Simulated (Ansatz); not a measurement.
Born–Oppenheimer molecular dynamics of ClGeH5 (7 atoms, charge 0, multiplicity 1). It starts at the highest image of a converged band, a first-order saddle point between two minima.

Method: RKS PBE0/def2-TZVP (Ansatz 0.2.0).

```
ensemble                      : NVE (velocity Verlet)
time step                     : 0.5 fs
steps asked                   : 200
starting velocities drawn for : 100 K
seed                          : 10359
```

First frame:

```xyz
7
Properties=species:S:1:pos:R:3
Ge -0.163 0.000 -0.082
H -0.011 0.000 1.743
H 1.382 0.000 0.078
H -0.578 1.331 -0.694
H -0.578 -1.331 -0.694
Cl -2.530 0.000 1.036
H -0.894 0.000 1.701
```

(1) How far do the bonds stretch over the last three quarters of this one trajectory? (Pairs bonded in most of those frames.)

Results:

(1) 
```
  bond  mean (Å)  spread (Å)  shortest  longest
Ge1–H2     1.558       0.086      1.42     1.68
Ge1–H3     1.542       0.009      1.53     1.57
Ge1–H4     1.534       0.008      1.52     1.55
Ge1–H5     1.533       0.007      1.52     1.55
Cl6–H7     1.318       0.100      1.16     1.45
```

Mean temperature of the second half: 2294 K. The conserved energy stayed within 0.7 meV per atom of its start (net change 0.15 meV per atom), so the integration is sound. The kinetic energy rose, since the run started high on the potential surface and went downhill. It ends in pieces (ClH + GeH4), so much of that is their flight and rotation, not heat. A run of 0.1 ps of so small a system gives no equilibrium averages. The orbitals stay closed-shell, which can raise the energy where a bond breaks towards radicals; this wasn't checked here.

Time of the run: 2.5 min on 4 threads of Arm Neoverse V2, on a shared host, peak memory 0.24 GiB.
